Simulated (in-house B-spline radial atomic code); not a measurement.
A run on Sc⁻ that did not converge. Method: scalar-relativistic (X2C) BHandHLYP, spin-polarised, spherical fractional occupations, exact exchange averaged over the configuration, Fermi nucleus of rms radius 3.5459 fm; computed with an all-electron radial atomic-structure program (B-spline basis).

Command:
```bash
python run_scf.py task.json out
```
Settings (nuclear radius in fm, mass in u):
```
Z                21
configuration    [Ar] 3d2 4s2
hamiltonian      x2c
method           bhandhlyp
spin_polarised   True
nucleus          fermi
rms_radius       3.5459
atomic_mass      44.95591
speed_of_light   137.035999084
exact_exchange   averaged over the configuration
```

First and last ten iterations of the last attempt (damped for 15 steps, keeping 80 % of the old Fock matrix, then DIIS):
```
 iter        energy (Eh)    residual
    1        -761.555580    2.92e-01
    2        -762.244295    1.95e-01
    3        -763.168440    1.25e-01
    4        -763.669630    7.96e-02
    5        -763.933014    4.86e-02
    6        -764.066193    2.81e-02
    7        -764.129962    1.48e-02
    8        -763.753305    4.24e-02
    9        -764.086516    2.47e-02
   10        -764.135981    1.42e-02
  111        -763.690122    4.08e-02
  112        -763.690398    4.08e-02
  113        -763.693780    4.07e-02
  114        -763.695378    4.07e-02
  115        -763.695322    4.07e-02
  116        -763.693876    4.07e-02
  117        -763.693316    4.07e-02
  118        -763.696163    4.06e-02
  119        -763.692917    4.07e-02
  120        -764.157247    7.66e-03
 not converged after 120 iterations
```

The smallest residual met was 4.5e-03; the threshold is about 2e-07. No energy from this run should be used. Time taken, with all properties: 8.9 s on 1 thread of Arm Neoverse N1, with other jobs on the host.
